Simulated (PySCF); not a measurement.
All values are calculated (PySCF): geometry from PBE0-D3(BJ)/def2-SVP, shieldings: GIAO PBE0/pcSseg-1. Averaged over atoms made equivalent by symmetry, fast rotation or ring inversion, non-relativistic Hamiltonian, isolated molecule, one conformer.

Chemical shifts δ = σref − σ; TMS for ¹H (σref 31.27) and ¹³C (σref 184.41), all at this level. Shifts are as computed. Against solution values, carbons near 30 ppm lie about +2 ppm off and those near 130 ppm about +5 ppm. Of 1313 compounds with measured shifts, 239 miss one by over three times the rms of a fit or turn the order of signals round; such compounds aren't used in these exercises.

Task: Order these molecules by the shift of their most deshielded carbon, lowest δ first.
A. O=C([C@@H]1OC[C@H]1F)C(F)(F)F
B. FC(F)OC1(OC(F)F)C=C1
C. FC1=C(OC(F)F)OC[C@H]1F

Result: B (129.7 ppm, alkene CH), C (151.3 ppm, alkene carbon bearing oxygen), A (198.7 ppm, ketone carbonyl carbon).

Task: Order these molecules by the shift of their most shielded carbon-bound hydrogen, lowest δ first.
A. FC1=C(OC(F)F)OC[C@H]1F
B. F/C=C/O/C=C(/F)OC(F)F
C. FC(F)OC1(OC(F)F)C=C1
D. O=C([C@@H]1OC[C@H]1F)C(F)(F)F

Result: A (4.05 ppm, hydrogen on an sp3 CH2 bonded to O), D (4.88 ppm, hydrogen on an sp3 CH2 bonded to O), B (6.09 ppm, hydrogen on an alkene carbon bearing oxygen), C (6.49 ppm, hydrogen on an sp3 CH bonded to 2 F and O).

Task: How many ¹³C and ¹H signals does each give (equivalence by symmetry and fast rotation, but not about amide C–N or C=N bonds)? `F/C=C/O/C=C(/F)OC(F)F`, `FC1=C(OC(F)F)OC[C@H]1F`, `O=C([C@@H]1OC[C@H]1F)C(F)(F)F`, `FC(F)OC1(OC(F)F)C=C1`

Result: F/C=C/O/C=C(/F)OC(F)F: 5 C, 4 H; FC1=C(OC(F)F)OC[C@H]1F: 5 C, 4 H; O=C([C@@H]1OC[C@H]1F)C(F)(F)F: 5 C, 4 H; FC(F)OC1(OC(F)F)C=C1: 3 C, 2 H.
